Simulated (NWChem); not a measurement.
# SiH$_{2}$I, doublet; SMILES I[SiH2]

All runs: NWChem. Spin-unrestricted. In the optimisation the excess spin sits in a' (Cs, its own frame). Coordinates come from a PBE0/def2-SVP, spin-unrestricted optimisation. No stability test was run on the SCF state. def2 effective core potentials on I; no spin-orbit coupling. Level TPSS/def2-SVP: energy and gradient; each run changes one setting, and changes count from the defaults (medium grid, exact Coulomb integrals, symmetry on).

| setting | size of the energy change (μHa) | largest change of a gradient component (μHa/bohr) | time, defaults = 1 (rough) |
|---|---|---|---|
| defaults | < 10 | < 30 | about 1 |
| extra-fine grid | < 10 | 80 | 2 |
| tight SCF thresholds and tolerances | < 10 | < 30 | about 1 |
| Becke weights | < 10 | 90 | about 1 |
| symmetry off | < 10 | other frame | about 1 |
